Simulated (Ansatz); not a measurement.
Consider the dimerisation: 2 `[F][InH][Cl]` → `[F][In@H-]1[Cl+][In@@H-]([F])[Cl+]1`.

Isolated molecules relaxed with PBE0-D4/def2-TZVP in Ansatz; ΔE leaves out vibrations. CCSD(T)/CBS adds triple-zeta CCSD(T) − MP2 to the extrapolated MP2 energy (def2 sets, frozen cores). Functionals use def2-TZVPP. B3LYP here is the variant with VWN-RPA as its local correlation; programs differ in this. HSE06 is defined as in plane-wave codes. Elements past krypton have def2 core potentials. For In outer-core shells are correlated without core-valence functions, which leaves a few kJ/mol of doubt a bond.

```csv
level,ΔE (kJ/mol),difference from CCSD(T)/CBS
LDA (SPW92),-148.9,-6.3
PBE-D4,-122.0,20.6
revPBE-D4,-112.7,29.9
BLYP-D4,-113.7,28.9
B97M-V,-130.3,12.3
PBE0-D4,-127.4,15.2
r2SCANh-D4,-134.8,7.8
r2SCAN0-D4,-135.2,7.4
HSE06-D4,-126.6,16.0
BHLYP-D4,-133.3,9.3
CAM-B3LYP-D4,-124.5,18.1
ωB97X-V,-129.2,13.4
ωB97M-V,-130.7,11.9
B2PLYP,-114.7,27.9
PBE-QIDH,-129.7,12.9
PBE,-108.7,33.9
revPBE,-87.7,54.9
BLYP,-87.5,55.1
r2SCAN,-131.2,11.4
B3LYP,-99.7,42.9
r2SCANh,-131.2,11.4
r2SCAN0,-131.1,11.5
HSE06,-115.2,27.4
BHLYP,-110.7,31.9
LC-ωPBE,-116.1,26.5
RPA@PBE/def2-TZVPP,-126.3,16.3
HF/def2-SVP,-123.6,19.0
MP2/def2-SVP,-158.0,-15.4
CCSD/def2-SVP,-152.1,-9.5
CCSD(T)/def2-SVP,-154.9,-12.3
HF/def2-TZVPP,-96.4,46.2
MP2/def2-TZVPP,-136.0,6.6
SCS-MP2/def2-TZVPP,-127.0,15.6
CCSD/def2-TZVPP,-125.3,17.3
CCSD(T)/def2-TZVPP,-130.5,12.1
HF/def2-QZVPP,-98.3,44.3
MP2/def2-QZVPP,-143.6,-1.0
HF/CBS(def2),-98.6,44.0
MP2/CBS(def2),-148.1,-5.5
CCSD/CBS(def2),-137.4,5.2
CCSD(T)/CBS,-142.6,0
```

(1) What do rigid-rotor, harmonic-oscillator terms from PBE0-D4/def2-TZVP frequencies (298.15 K, 1 bar) make of the CCSD(T)/CBS value? (An estimate is asked.)

Largest T1 diagnostic among the species: 0.015.

Answers

(1) The calculation gave: ΔZPE = +3.8 kJ/mol, ΔH = -137.2 kJ/mol, ΔS = -164 J/(mol·K), ΔG = -88.2 kJ/mol. Modes under 50 cm⁻¹ make the entropy rough.

The D4 term adds −21.6 kJ/mol with B3LYP and −11.8 kJ/mol with PBE0; it sums over pairs of atoms, weighted by their polarisabilities, and B3LYP, whose exchange is more repulsive, gets the larger term. At CCSD(T), def2-SVP lies −12.3 kJ/mol from the extrapolated value and def2-TZVPP +12.1 kJ/mol. From PBE to PBE0 (25 % exact exchange), in def2-TZVPP and without D4, ΔE moves by −6.9 kJ/mol.
